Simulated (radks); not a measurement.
Spin polarisation of the 4d9 shell in the silver ion Ag2+. Start: [Kr] 4d(up 4.5, down 4.5); electrons of 4d are moved from spin down to spin up, other shells keep equal spins. All-electron calculation, scalar-relativistic Kohn-Sham, PBE, spin-polarised, spherical densities, finite nucleus; Fermi nuclear charge, rms radius of each element as measured or else 0.836 A^(1/3) + 0.57 fm. Program: a radial shooting solver on a logarithmic mesh with Libxc functionals.

| moment (Bohr magnetons) | E - E(0) (eV) | e(4d up) (eV) | e(4d down) (eV) | 4p down minus up (eV) | 4s down minus up (eV) |
|---|---|---|---|---|---|
| 0 | 0.000 | -28.891 | -28.891 | 0.000 | 0.000 |
| 0.25 | -0.011 | -28.982 | -28.799 | 0.192 | 0.186 |
| 0.5 | -0.046 | -29.071 | -28.704 | 0.384 | 0.373 |
| 0.75 | -0.103 | -29.158 | -28.607 | 0.576 | 0.559 |
| 1 | -0.184 | -29.243 | -28.508 | 0.768 | 0.745 |

At moment 1 the spin-polarisation energy is -0.184 eV and the 4d exchange splitting 0.735 eV, that is 0.735 eV per Bohr magneton; E = -I m^2/4 would give I = 0.735 eV.
